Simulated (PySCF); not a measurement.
Precursor series Nb Cl-F. Gas-phase values, no solvent.

All values below come from TPSSh-D3(BJ)/def2-TZVP // PBE-D3(BJ)/def2-SVP (PySCF). All candidates: neutral, multiplicity 1. 

- LUMO: -4.35 eV
- HOMO–LUMO gap: 5.15 eV
- dipole moment: 0.67 D

Name which member has these values.
A) [Nb(Cl)2(F)3]
B) [Nb(Cl)5]
C) [Nb(Cl)3(F)2]
D) [Nb(F)5]

A, [Nb(Cl)2(F)3]. The others give [Nb(Cl)3(F)2]: -4.25 eV, 5.10 eV, 0.00 D; [Nb(Cl)5]: -4.81 eV, 3.70 eV, 0.00 D; [Nb(F)5]: -4.04 eV, 7.13 eV, 0.00 D
